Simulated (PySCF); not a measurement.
Computed shifts of a molecule C3H7NSi, PBE/pcSseg-1 (PySCF), GIAO, gas phase, atoms alike by connectivity averaged where their shifts nearly agree, in ppm (number of nuclei): ¹⁵N: 47.5 (1). ¹³C: 120.9 (1), 78.7 (1), 39.7 (1). ²⁹Si: -102.1 (1). ¹H: 4.55 (3), 3.84 (2), 0.65 (2). References: ¹⁵N against NH3 (σ = 267.0 ppm); ¹³C against TMS (σ = 182.0 ppm); ²⁹Si against TMS (σ = 335.4 ppm); ¹H against TMS (σ = 31.49 ppm), references at their B3LYP-D3(BJ)/def2-TZVP geometries, non-relativistic. Coordinates come from a PBE0-D3(BJ)/def2-SVP optimisation. Other conformers were not sampled.

Problem. Which structure fits?
A. C[Si@@H]1C=NC1
B. N[C@H]1C=C[SiH2]1
C. CN1C=C[SiH2]1
D. NCC#C[SiH3]

Solution. D, NCC#C[SiH3]
